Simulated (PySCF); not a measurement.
# C₆ coefficients of unlike pairs at PBE

Calculated with PySCF 2.14 from the dipole response of each species, C₆(A,B) = (3/π) ∫ α_A(iu) α_B(iu) du, in atomic units, from isotropic polarisabilities. For ions this is the dispersion term alone; charge-induced terms of lower order in 1/R come first.

```csv
species,configuration,basis,relativity,α (bohr³),C₆ (like pair)
As,[Ar] 3d10 4s2 4p3 (4S),aug-cc-pwCVTZ-PP with ECP10MDF (8s7p6d4f1g),core potential,33.54,288.9
Zn,[Ar] 3d10 4s2 (1S),aug-cc-pVQZ-PP with ECP10MDF (7s7p6d4f3g2h),core potential,38.62,280.6
Xe,[Xe] (1S),"aug-cc-pwCVTZ-DK3 with one added diffuse shell each of s, p, d, f type (11s10p8d5f1g)",spin-free X2C,28.93,309.9
Ga³⁺,[Ar] 3d10 (1S),"aug-cc-pVQZ-PP with one added diffuse shell each of s, p, d, f, g type with ECP10MDF (8s7p6d4f3g)",core potential,1.205,1.840
```

Q: Estimate C₆ for Ga³⁺ with Xe.

A: The integral gives 20.62. The combination rule 2 C_A C_B / (C_A α_B/α_A + C_B α_A/α_B) gives 19.98 and the geometric mean 23.88.

No spin-orbit coupling is included.

The other pairs:

```json
{"pair": "Xe, As", "C₆": "295.0"}
{"pair": "Ga³⁺, As", "C₆": "18.07"}
{"pair": "Xe, Zn", "C₆": "282.3"}
{"pair": "Ga³⁺, Zn", "C₆": "16.63"}
{"pair": "Zn, As", "C₆": "282.0"}
```
